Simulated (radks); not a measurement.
Results of a calculation; reference values are marked as such.
All-electron atom: Ti18+ in [He] 2s1 3s1 (not the ground configuration).

Code: a radial shooting solver on a logarithmic mesh with Libxc functionals. Model: scalar-relativistic Kohn-Sham, PBE, spin-polarised, spherical densities, finite nucleus; open shells are filled with parallel spins first; Fermi nuclear charge, rms radius 3.5921 fm.

Energy parts (Ry):
total: -1094.15799
kinetic: 1107.46103
electron-nucleus: -2256.56760
Hartree: 87.96962
exchange-correlation: -33.02104

Orbitals (lengths in bohr, moments of r in powers of bohr; r(max) is where P^2 peaks; r(90%) holds 90 % of the orbital's charge):
| orbital | occ. | eigenvalue (Ry) | r(90%) | <r^4> | r(max) |
|---|---|---|---|---|---|
| 1s up | 1 | -437.3492 | 0.123 | 0.0001040 | 0.04541 |
| 1s down | 1 | -436.8189 | 0.123 | 0.0001037 | 0.04543 |
| 2s up | 1 | -99.27751 | 0.439 | 0.01543 | 0.2482 |
| 3s up | 1 | -41.85865 | 0.962 | 0.3678 | 0.6408 |

The highest occupied level is 3s up at -569.52 eV. The electron density at the nucleus is 8420 e/bohr^3 (large components only). Summed over all electrons, <r^2> = 0.6151 bohr^2, which gives a Langevin (diamagnetic) susceptibility term of -0.487 x 10^-6 cm^3/mol.
